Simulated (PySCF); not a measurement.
C4H4N, SMILES [nH]1[c]ccc1, multiplicity 2. The structure is a stationary point at B3LYP-D3(BJ)/def2-SVP. The isomer is the one that the SMILES or the coordinates give; other isomers of the formula were not compared.

Q: Give the equilibrium geometry at B3LYP-D3(BJ)/def2-SVP (PySCF confirms it by a frequency run) as Cartesian coordinates in Å, and its point group. (Estimate from the structure and the level; the computed values follow.)

A: point group Cs.
```xyz
9

C      1.2036    -0.0540     0.0000
C      0.4238    -1.1828     0.0000
C     -0.9273    -0.6908     0.0000
C     -0.8881     0.6896     0.0000
N      0.4436     1.0712     0.0000
H      0.7495    -2.2197     0.0000
H     -1.8285    -1.3023     0.0000
H     -1.6858     1.4291     0.0000
H      0.7885     2.0219     0.0000
```
Charge 0, spin multiplicity 2.
